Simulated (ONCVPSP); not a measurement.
**Ranking ONCV potentials for silicon**

All share these settings but for the change named:

ONCVPSP 4.0.1 input, shortened (lines: element, Z, core and valence counts, functional; n l f; lmax; l rc ep ncon nbas qcut; lloc lpopt rc5 dvloc0; l nproj debl; icmod fcfact rcfact), PBE, scalar-relativistic:

```
  Si 14.00    3    2        4      upf
    1    0    2.00
    2    0    2.00
    2    1    6.00
    3    0    2.00
    3    1    2.00
    2
    0    2.00    0.00    5    8    3.20
    1    2.40    0.00    4    7    4.10
    2    1.95    0.06    3    7    5.40
    4    5    1.55    2.00
    0    3    3.70
    1    2    0.50
    2    2    0.50
    2    0.60    1.05
```

Test errors are all-electron minus pseudo excitation energies from the reference, over 3s2 3p1; 3s2 3p0; 3s1 3p0; 3s2 3p1.5. None of these files shows a bound ghost.

The base gives 64.8 meV.

Of 5 variants that were run, those that failed, showed a ghost or another fault, or gave nearly equal values are left out.

Task: Rank these variants by their largest absolute test error, smallest first.
A. all radii but the core radius scaled by about 1.27 (s 2.54, p 3.06, d 2.48 bohr); local potential polynomial inside 1.98 bohr (lpopt 5, dvloc0 2 Ha)
B. all radii but the core radius scaled by about 1.07 (s 2.14, p 2.58, d 2.10 bohr); local potential polynomial inside 1.66 bohr (lpopt 5, dvloc0 2 Ha)
C. all radii but the core radius scaled by about 0.90 (s 1.80, p 2.16, d 1.74 bohr); local potential polynomial inside 1.38 bohr (lpopt 5, dvloc0 2 Ha)
D. all radii but the core radius scaled by about 1.18 (s 2.36, p 2.84, d 2.30 bohr); local potential polynomial inside 1.84 bohr (lpopt 5, dvloc0 2 Ha)

Result: D (11.8 meV), A (17.5 meV), B (48.4 meV), C (81.4 meV).
